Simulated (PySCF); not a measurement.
**Structure from NMR data**

An unknown has the formula C5H8O2Si. Its calculated NMR data are:

¹H NMR (500 MHz, computed): δ 7.48 (m, 1H), 6.40 (m, 1H), 5.51 (s, 2H), 2.62 (s, 3H), 1.03 (br s, 1H).

¹³C{¹H} NMR (computed): δ 165.7 (C), 146.4 (CH), 120.1 (CH), 115.9 (C), 16.6 (CH3).

[PySCF 2.14.0 with density-fitted response routines: geometry from GFN2-xTB; shieldings: GIAO PBE0/pcSseg-1; isolated molecule; no relativistic terms; a single conformation; one averaged value for each set of equivalent atoms]

Shifts are taken against calculated references (same method and geometry level): ¹H and ¹³C vs TMS.

Task: Choose the structure that fits.
A. Cc1cc([SiH2]O)co1
B. Cc1ccc(O[SiH3])o1
C. C#CC(=O)O[SiH](C)C
D. C=C1CO[SiH2]C(=C)O1
E. Cc1occc1[SiH2]O
F. CC#CC(=O)CO[SiH3]

Result: E. 

1. Rings plus π bonds: 3 (1 ring in the answer).
2. 5 carbon signals for 5 carbons: no two carbons are equivalent.
3. Carbon types of the structure: 2 × C, 2 × CH, 1 × CH3, leaving 3 H on heteroatoms.
4. δC 165.7: substituted aromatic carbon next to the ring oxygen.
5. δC 146.4: aromatic CH next to the ring oxygen.
6. δC 120.1: aromatic CH.
7. δC 115.9: substituted aromatic carbon.
8. δH 2.62: hydrogen on a methyl carbon on an aromatic ring; benzylic-type position, deshielded by the ring.

The others: CC#CC(=O)CO[SiH3] would give 3 signals for carbon-bound and other non-exchanging H, not 4; C=C1CO[SiH2]C(=C)O1 would give 6 signals for carbon-bound and other non-exchanging H, not 4; C#CC(=O)O[SiH](C)C would give 4 carbon signals, not 5; Cc1cc([SiH2]O)co1 has carbons computed at 158.9, 151.6, 122.5, 115.4, 16.1; Cc1ccc(O[SiH3])o1 has carbons computed at 162.6, 145.3, 115.5, 90.8, 16.4.

OH and NH positions are those of a molecule without intermolecular hydrogen bonds; in solution they move with solvent, concentration and temperature, and exchange usually removes their couplings. Shifts are as computed. Against solution values, carbons near 30 ppm lie about +3 ppm off and those near 130 ppm about +5 ppm. Of 1309 compounds with measured shifts, 239 miss one by over three times the rms of a fit or turn the order of signals round; such compounds aren't used in these exercises. No couplings were computed; multiplicities are counted from neighbouring protons, with m where these are inequivalent, close in shift, in a saturated or five-membered ring or joined by F or P, and br s for small geminal =CH2 splittings.
